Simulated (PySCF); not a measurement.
C2H9FOSi2, SMILES C[C@H]([SiH3])[Si@H](O)F.

The structure is a stationary point at B3LYP-D3(BJ)/def2-SVP. The structure was generated by enumeration; whether it is a known compound was not checked. Other conformers were not sampled.

The numbers are results of TDA-CAM-B3LYP/def2-SVPD in PySCF 2.14.0, not measurements.

Vertical excitations. Isolated molecule, no solvent.

```csv
state,energy (eV),λ (nm),f,main pairs
S1,7.88,157,0.002,"HOMO→LUMO 59 %, HOMO→LUMO+1 14 %, HOMO−3→LUMO 12 %"
S2,8.00,155,0.023,"HOMO→LUMO+1 59 %, HOMO→LUMO+2 22 %, HOMO→LUMO 9 %"
S3,8.23,151,0.014,"HOMO→LUMO+2 54 %, HOMO→LUMO+1 15 %, HOMO→LUMO+3 12 %"
S4,8.41,147,0.031,"HOMO−3→LUMO 33 %, HOMO−4→LUMO 22 %, HOMO→LUMO 15 %, HOMO−5→LUMO 7 %"
S5,8.56,145,0.003,HOMO−1→LUMO+1 75 %
S6,8.67,143,0.005,"HOMO→LUMO+4 20 %, HOMO−1→LUMO 18 %, HOMO−1→LUMO+2 16 %, HOMO−4→LUMO 6 %"
T1,7.55,164,0,"HOMO→LUMO 44 %, HOMO−3→LUMO 17 %, HOMO→LUMO+2 7 %"
T2,7.61,163,0,"HOMO→LUMO+1 48 %, HOMO→LUMO+2 33 %"
```
Triplets are in the Tamm–Dancoff approximation.
